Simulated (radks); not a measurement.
Ta XXXI, configuration [Kr] 4d7.

Method: Dirac Kohn-Sham, BLYP, spin-unpolarised, spherical densities, point nucleus; open shells fill j = l - 1/2 first; computed with a radial shooting solver on a logarithmic mesh with Libxc functionals.

Energy parts (eV):
| part | energy |
|---|---|
| total | -412879.33 |
| kinetic | 465273.26 |
| electron-nucleus | -980344.33 |
| Hartree | 109656.35 |
| exchange-correlation | -7464.62 |

Orbitals (lengths in bohr, moments of r in powers of bohr; r(max) is where P^2 peaks):
orbital	occ.	eigenvalue (eV)	r(max)	small-component weight
1s1/2	2	-68388.35	0.01167	7.56e-02
2s1/2	2	-12661.89	0.06705	1.71e-02
2p1/2	2	-12147.98	0.04993	1.72e-02
2p3/2	4	-10878.07	0.05667	1.55e-02
3s1/2	2	-3747.357	0.1886	5.67e-03
3p1/2	2	-3521.294	0.1767	5.61e-03
3p3/2	4	-3244.528	0.1904	5.15e-03
3d3/2	4	-2865.643	0.1493	5.02e-03
3d5/2	6	-2805.367	0.1531	4.89e-03
4s1/2	2	-1534.735	0.4134	2.20e-03
4p1/2	2	-1439.174	0.4107	2.13e-03
4p3/2	4	-1360.286	0.4346	1.99e-03
4d3/2	4	-1203.884	0.4218	1.85e-03
4d5/2	3	-1187.471	0.4287	1.82e-03
5s1/2	0	-822.6305	0.7774	1.03e-03
5p1/2	0	-779.9618	0.7903	9.91e-04
5p3/2	0	-750.3908	0.8265	9.40e-04

The highest occupied level is 4d5/2 at -1187.5 eV. For comparison, the ionisation energy in NIST's Atomic Spectra Database is 1211 eV (theoretical). In exact Kohn-Sham theory the highest level is minus the ionisation energy, but local and semilocal functionals leave it too shallow, through self-interaction and a potential that decays too fast; potentials with the right tail come closer.

Beside tabulated values, note that spin-unpolarised runs miss the spin-polarisation part of the exchange energy of open shells.
